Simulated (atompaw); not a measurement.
# Before and after: PAW (atompaw) potential for Sc (Z = 21)

* Element: scandium
* Generator: atompaw 4.2.0.5
* Type: PAW
* Functional: PBEsol
* Relativity: scalar-relativistic
* Frozen core: [Ar]
* Valence charge: 3
* Reference configuration: 3d1 4s1.5 4p0.5
* Partial waves: 4s (bound): rc 2.95 bohr; 4s channel at 1.15 Ry: rc 2.60 bohr; 4p (bound): rc 2.95 bohr; 4p channel at 1.6 Ry: rc 2.95 bohr; 3d (bound): rc 2.95 bohr; 3d channel at 0.05 Ry: rc 2.95 bohr
* Local potential: vpsmatchnc scheme with l = 3 at 0 Ry, radius 2.90 bohr
* Core correction: smooth core density matched at 2.45 bohr
* Augmentation charge: gaussian compensation charge, radius 2.80 bohr; PAW radius 2.95 bohr; waves and projectors: custom rrkj vanderbiltortho

All-electron outer shells of the reference configuration (PBEsol, scalar-relativistic, ld1.x):

```csv
shell,level (eV),outermost node (bohr),outermost maximum (bohr)
3s,-55.53,0.42,0.92
3p,-34.20,0.39,0.97
4s,-4.55,1.33,3.10
3d,-3.82,–,1.10
4p,-1.76,1.49,3.98
```

Change: all radii scaled by about 0.93 (s 2.74, p 2.74, d 2.74 bohr); local potential vpsmatchnc scheme with l = 3 at 0 Ry, radius 2.70 bohr; augmentation gaussian compensation charge, radius 2.60 bohr; PAW radius 2.74 bohr; waves and projectors: custom rrkj vanderbiltortho; core correction smooth core density matched at 2.28 bohr.

Cutoffs: the cutoffs (Ry, on a coarse ladder) from which the occupation-weighted sum of valence levels, in a spherical-Bessel basis at the reference potential, stays within 10 and 1 mRy of its value at 400 Ry; they do not see the model core or the augmentation charge, which bear on the density cutoff.

Q: What does the change do?

A: The potential gets neither clearly harder nor softer (8 Ry and 15 Ry → 10 Ry and 12 Ry); the bound ghosts move from s to p, s.

| quantity | base | changed |
| --- | --- | --- |
| cutoff, loose | 8 Ry | 10 Ry |
| cutoff, tight | 15 Ry | 12 Ry |
| loose cutoff by channel (10 mRy a level) | s 6 Ry, p 6 Ry, d 8 Ry | s 6 Ry, p 6 Ry, d 10 Ry |
| bound ghosts | s | s, p |
| lowest overlap eigenvalue by channel | s 0.71, p 0.60, d 0.58 | s 0.76, p 0.66, d 1.00 |

 A true bound ghost makes a file unfit for plane-wave use even where its test errors are small: the radial tests pick states by their node count and pass the ghost by. The cutoffs see the waves, projectors and local potential, not the compensation charge or the core.
